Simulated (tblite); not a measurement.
Species: C₅H₁₀FGaS₂.
Atom-mapped SMILES: `[F:1][C@@H:2]1[S:3][C@@H:4]2[CH2:5][CH2:6][S@@+:7]([CH2:8]2)[GaH2-:9]1` (hydrogens: H10 on C2; H11 on C4; H12, H13 on C5; H14, H15 on C6; H16, H17 on C8; H18, H19 on Ga9)

Computed with GFN2-xTB (tblite), gas phase: L-BFGS steps from a force-field or distance-geometry start until the largest atomic force falls under 0.01 eV/Å.

Geometry at step 20:
```
atom  x, y, z in Å
F1      2.0238    1.0064   -0.8548
C2      2.0450   -0.3036   -0.2957
S3      1.0050   -1.4328   -1.2527
C4     -0.7221   -0.9400   -0.8658
C5     -1.0249    0.5123   -1.2379
C6     -0.9904    1.4141   -0.0051
S7     -0.9115    0.3658    1.5015
C8     -1.1553   -1.1874    0.5716
Ga9     1.5480    0.1665    1.6319
H10     3.0627   -0.6662   -0.4982
H11    -1.2794   -1.6170   -1.5180
H12    -0.3031    0.8640   -1.9748
H13    -2.0103    0.5627   -1.6999
H14    -1.8900    2.0218    0.0753
H15    -0.1205    2.0730    0.0083
H16    -0.5851   -1.9801    1.0613
H17    -2.2185   -1.4328    0.6232
H18     1.6149   -1.0214    2.6401
H19     1.9020    1.6040    2.0822
```

Q: Give the atomic forces at this geometry.

A: 
```csv
atom,Fx (eV/Å),Fy (eV/Å),Fz (eV/Å)
F1,-0.058,-0.041,-0.019
C2,-0.013,0.094,0.075
S3,0.067,0.020,-0.059
C4,-0.004,-0.030,0.009
C5,-0.025,0.039,-0.005
C6,0.028,0.022,0.063
S7,-0.062,-0.018,-0.159
C8,0.026,0.021,0.056
Ga9,0.028,-0.047,0.100
H10,-0.104,-0.064,0.045
H11,0.016,-0.025,-0.040
H12,0.037,0.000,-0.022
H13,-0.097,-0.012,0.030
H14,0.000,0.001,0.027
H15,0.068,-0.001,0.012
H16,0.075,-0.005,-0.036
H17,0.028,0.033,0.004
H18,-0.011,0.007,0.020
H19,0.001,0.007,-0.101
```

The largest, 0.17 eV/Å, acts on S7; the rms over all components is 0.050 eV/Å. The forces sum to zero within rounding, as they must for an isolated molecule in no field.

Q: Give the force on S7 in Eh/bohr and in nN.

A: 0.172 eV/Å ÷ 51.422 = 0.00334 Eh/bohr, and 0.172 eV/Å × 1.602 = 0.27 nN.

Q: How far is this geometry from the end of the optimisation?

A: 0.095 eV above it, and 0.304 Å rms away after alignment. The bonds farthest from their final lengths, with half the difference of the two atoms' forces along the bond (positive lengthens):

```
  bond  now (Å)  final (Å)  force along bond (eV/Å)
 F1–C2    1.424      1.439                    -0.04
C2–Ga9    2.045      2.059                    -0.01
 C2–S3    1.809      1.798                    +0.04
 C5–C6    1.528      1.519                    +0.02
S7–Ga9    2.471      2.479                    +0.05
 S7–C8    1.827      1.832                    -0.08
```

The angle farthest from its final value is S3–C2–Ga9, 120.2° against 129.5°.

Of the 3 listed bonds off by 0.010 Å or more, this force points towards the final length in 0.

The cost below is that of the whole relaxation. Time: 3.7 s. Hardware: one thread, Intel Xeon at 2.50 GHz (x86_64), shared host with 64 logical CPUs at a one-minute load of 63.
